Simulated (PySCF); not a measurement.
**Spin states of ZnB**

Unrestricted PBE0; Zn pcseg-1, B pcseg-1; no relativity (PySCF 2.14). Outer shells of the fragments: Zn 3d10 4s2; B 2s2 2p1.

Followed along the bond (rough minima from three points):

```csv
2Ms+1,unpaired,⟨S²⟩ at the start,R at minimum (Å),Te (eV)
2,π ↑,0.83,2.27,0.00
4,"σ ↑, π ↑↑",3.77,1.94,1.13
4,"σ ↑↑, π ↑",3.75,2.08,1.32
2,σ ↑,0.75,none in the scan,≤ 0.42
```

Solutions found at the starting distance of 2.005 Å, counted from the lowest of them; the search is not exhaustive and high or unbound solutions are not listed, so other states can lie among these:

```
2Ms+1   unpaired   term  E (eV)  ⟨S²⟩  ⟨Lz²⟩  μ (D)
    2        π ↑     ²Π    0.00  0.83   1.00  -2.29
    2        σ ↑    ²Σ⁺    0.81  0.75   0.00  -0.42
    4  σ ↑, π ↑↑    ⁴Σ⁻    0.98  3.77   0.00  -3.95
    4  σ ↑↑, π ↑     ⁴Π    1.19  3.75   1.00  -1.59
    2  σ ↑, π ↑↓  mixed    1.72  1.77   2.00  -4.01
    2  σ ↓, π ↑↑  mixed    1.83  1.77   0.00  -4.02
    2        σ ↑  mixed    2.57  0.77   2.00  -4.00
    2        π ↑     ²Π    5.37  0.84   1.00  -6.05
```

A term symbol is given only where ⟨S²⟩ and ⟨Lz²⟩ are close to those of a pure state; real π, δ and φ orbitals otherwise mix terms. A positive dipole means Zn(−)B(+).
